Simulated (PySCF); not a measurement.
From a log to its input

A PySCF 2.14 run on the atoms Sn 0 0 0; P 0 0 2.415 (angstrom) printed this (some set-up lines and the per-cycle HOMO/LUMO lines with their warnings removed):

```
PySCF version 2.14.0


nuclear repulsion = 4.38241996621118
number of shells = 8
number of NR pGTOs = 36
number of NR cGTOs = 16
basis = sbkjc
ecp = {'Sn': 'sbkjc', 'P': 'sbkjc'}

******** <class 'pyscf.dft.uks.UKS'> ********
method = UKS
initial guess = minao
damping factor = 0
level_shift factor = 0
DIIS = <class 'pyscf.scf.diis.CDIIS'>
SCF conv_tol = 1e-09
SCF max_cycles = 50
number electrons alpha = 5  beta = 4
XC functionals = camb3lyp

grids dens level: 3
tot grids = 41144
init E= -9.30162944583105

cycle= 1 E= -9.81590375904631  delta_E= -0.514  |g|= 0.113  |ddm|= 1.63
cycle= 2 E= -9.8185219664965  delta_E= -0.00262  |g|= 0.116  |ddm|= 0.393
cycle= 3 E= -9.83229936300269  delta_E= -0.0138  |g|= 0.029  |ddm|= 0.231
cycle= 4 E= -9.83352023896352  delta_E= -0.00122  |g|= 0.00616  |ddm|= 0.0564
cycle= 5 E= -9.83376723359766  delta_E= -0.000247  |g|= 0.00366  |ddm|= 0.0308
cycle= 6 E= -9.83401777994279  delta_E= -0.000251  |g|= 0.00271  |ddm|= 0.047
cycle= 7 E= -9.83412799340448  delta_E= -0.00011  |g|= 0.00229  |ddm|= 0.0239
cycle= 8 E= -9.83445999484691  delta_E= -0.000332  |g|= 0.00159  |ddm|= 0.107
cycle= 9 E= -9.83449905420273  delta_E= -3.91e-05  |g|= 0.00019  |ddm|= 0.0438
cycle= 10 E= -9.8344991591729  delta_E= -1.05e-07  |g|= 2.66e-05  |ddm|= 0.00165
cycle= 11 E= -9.83449916978206  delta_E= -1.06e-08  |g|= 2.2e-05  |ddm|= 0.00132
cycle= 12 E= -9.83449917418305  delta_E= -4.4e-09  |g|= 9.32e-06  |ddm|= 0.000742
cycle= 13 E= -9.83449917548933  delta_E= -1.31e-09  |g|= 3.99e-06  |ddm|= 0.000324
cycle= 14 E= -9.83449917560205  delta_E= -1.13e-10  |g|= 1.07e-06  |ddm|= 8.89e-05
Extra cycle  E= -9.83449917560246  delta_E= -4.01e-13  |g|= 1.49e-06  |ddm|= 4.93e-06
converged SCF energy = -9.83449917560246  <S^2> = 0.85981272  2S+1 = 2.106953
Dipole moment(X, Y, Z, Debye):  0.00000,  0.00000, -2.72898
orbital energies (hartree): [array([-0.3061, -0.2871, -0.2845, -0.0716, -0.0554,  0.0329]), array([-0.4636, -0.2769, -0.2589, -0.1205, -0.0524, -0.0284])]
```

Question: Write the input that gave this log.

Answer: The input was:

```python
from pyscf import gto, dft

mol = gto.M(
    atom='Sn 0 0 0; P 0 0 2.415',
    basis='sbkjc',
    ecp={'Sn': 'sbkjc', 'P': 'sbkjc'},
    charge=0,
    spin=1,
    verbose=4,
)
mf = dft.UKS(mol, xc='camb3lyp')
mf.kernel()
mf.dip_moment()
print('orbital energies (hartree):', [e[max(0, n-3):n+3].round(4) for e, n in zip(mf.mo_energy, mol.nelec)])
```

The bond length is a typed value, not an optimised one. No search for the lowest solution was made.
